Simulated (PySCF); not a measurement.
GaH₂, SMILES [GaH2+], charge +1. Coordinates come from a PBE-D3(BJ)/def2-TZVPD optimisation. The multiplicity is an assumed one; other spin states were not compared. The isomer is the one that the SMILES or the coordinates give; other isomers of the formula were not compared.

Calculation: PBE-D3(BJ)/def2-TZVPD (PySCF).

Harmonic wavenumbers (cm⁻¹): 659, 659, 2007, 2111. Rotational constants (GHz): 105.8 (linear); symmetry number 2.

Problem. Work out the zero-point energy and the ideal-gas rigid-rotor harmonic-oscillator thermochemistry at 298.15 K and 1 atm.

Solution. ZPE = ½ Σ hcν = ½ × 5436 cm⁻¹ = 32.52 kJ/mol. H − E(el) = 41.88 kJ/mol. Entropy in J/(mol K): translation 162.04, rotation 36.41, vibration 3.01, total 201.46. G − E(el) = -18.19 kJ/mol. Cp = 36.79 J/(mol K).
